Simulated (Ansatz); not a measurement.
Basis sets compared for Si9H15. The state is a doublet with charge 0. Geometry r2SCAN-D4/def2-SVP. Ansatz on 6 threads of Intel Xeon on a shared host; times are rough, and most runs start from earlier orbitals.

```xyz
24

Si   -1.327   -1.804    1.576
Si   -1.744   -1.214   -1.663
Si    2.212   -0.697    2.573
Si   -2.250    0.001    0.320
Si    1.128    2.747   -2.518
Si   -0.830    1.825    0.617
Si    1.217    1.577   -0.479
Si   -0.343   -2.661   -0.408
Si    0.177   -1.101    3.197
H    -0.015    2.240   -3.335
H    -1.152   -0.459   -2.814
H     2.360    2.086    0.346
H     2.845   -1.481    1.475
H    -0.544   -4.125   -0.648
H    -1.482    3.131    0.254
H    -0.346   -0.231    4.297
H     2.390    2.584   -3.305
H    -3.681    0.375    0.561
H    -2.364   -2.732    2.135
H    -2.944   -1.973   -2.147
H     0.915    4.201   -2.248
H     1.115   -2.349   -0.516
H     1.458    0.125   -0.755
H     3.207   -0.065    3.485
```

Another isomer (doublet) lies 2.42 eV lower at PBE0-D4/def2-TZVP; other spin states weren't run for this one.

Binding counts from free atoms (Si triplet, H doublet) in the same basis, without a counterpoise term.

```json
{"level": "PBE-D4/def2-SVP", "functions": "237", "energy (Eh)": "-2612.2254", "HOMO (eV)": "-4.90", "LUMO (eV)": "-3.68", "binding per atom (eV)": "2.98", "wall time": "14 s"}
{"level": "PBE0-D4/def2-SVP", "functions": "237", "energy (Eh)": "-2612.4915", "HOMO (eV)": "-5.85", "LUMO (eV)": "-2.91", "binding per atom (eV)": "2.97", "wall time": "28 s"}
```

(1) Estimate the rows for PBE-D4/def2-TZVP (with forces), PBE0-D4/def2-TZVP.

Results:

(1) 
| level | functions | energy (Eh) | HOMO (eV) | LUMO (eV) | binding per atom (eV) | wall time |
| --- | --- | --- | --- | --- | --- | --- |
| PBE-D4/def2-TZVP (with forces) | 423 | -2613.1331 | -4.92 | -3.73 | 2.99 | 29 s |
| PBE0-D4/def2-TZVP | 423 | -2613.3894 | -5.83 | -2.93 | 2.98 | 96 s |
